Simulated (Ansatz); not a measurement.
# CH2O ··· SbH3

The pair of CH2O (SMILES C=O, atoms 1–4) and SbH3 (SMILES [SbH3], atoms 5–8), both closed shells, in one local arrangement (a lower one may exist), relaxed at PBE0-D4/def2-TZVP:

```xyz
8
angstrom
C 0.0102 0.4785 -1.8569
O 0.2011 1.3108 -1.0178
H -0.3268 -0.5444 -1.5983
H 0.1612 0.6916 -2.9328
Sb -0.2304 0.1946 1.9893
H 1.3447 -0.2121 1.4759
H -0.9360 -0.8283 0.8147
H -0.2241 -1.0907 3.1259
```

Ansatz 0.2.0; basis: def2-TZVPPD, with def2-QZVPPD for the basis limit; cores frozen in the correlated methods. Filled d shells of the heavier atoms are correlated. Core potentials replace the inner electrons of the atoms past krypton. The def2 sets are not built for correlating such inner shells, so the correlated values are less sure here. B3LYP uses VWN-RPA correlation. Extrapolation: Hartree–Fock as exp(−7.88 √X), correlation as X^−2.97. Interaction energies count from these two fragments, frozen as in the pair, with the counterpoise correction; negative means bound.

Problem. What is the interaction energy by CCSD(T) at an estimated basis limit (MP2 extrapolated from triple and quadruple zeta, plus CCSD(T) − MP2 in triple zeta)? (Judge from chemistry; the value comes from the calculation.)

Solution. The calculation gives: -2.56 kcal/mol. Hartree–Fock alone gives -0.49 kcal/mol at the basis limit. It counts from the two fragments frozen as in the pair.

The same quantity by other methods in triple zeta, and each one's difference from that estimate:
```tsv
method	E_int (kcal/mol)	difference
PBE-D4	-2.80	-0.24
revPBE-D4	-2.60	-0.03
BLYP-D4	-2.69	-0.13
r2SCAN-D4	-2.49	0.07
B97M-V	-3.02	-0.45
PBE0-D4	-2.70	-0.13
B3LYP-D4	-2.80	-0.24
HSE06-D4	-2.67	-0.10
wB97X-V	-2.70	-0.14
wB97M-V	-2.77	-0.20
B2PLYP	-1.54	1.03
HF	-0.46	2.10
MP2	-2.38	0.19
CCSD	-1.84	0.72
CCSD(T)	-2.16	0.40
```
Differences are method less estimate.

Problem. Which atoms make the shortest contact between the fragments?

Solution. H3 and H7, 2.50 Å apart.

Basis-set superposition shift (counterpoise-corrected less uncorrected): CCSD(T) 0.81; MP2 0.81; HF 0.03; PBE0-D4 0.03; wB97M-V 0.04 kcal/mol.

The T1 diagnostic stays at or below 0.017.

For scale, one of the runs: CCSD(T)/def2-TZVPPD, 218 basis functions, launched by `ansatz run in.yaml --threads 4 --pin off --events-out ev --progress --plain --max-ram 9574MiB`. The run took 64 s on 4 CPU threads of an Arm Neoverse V2 (shared host), with 3.7 GiB of host memory at its peak.
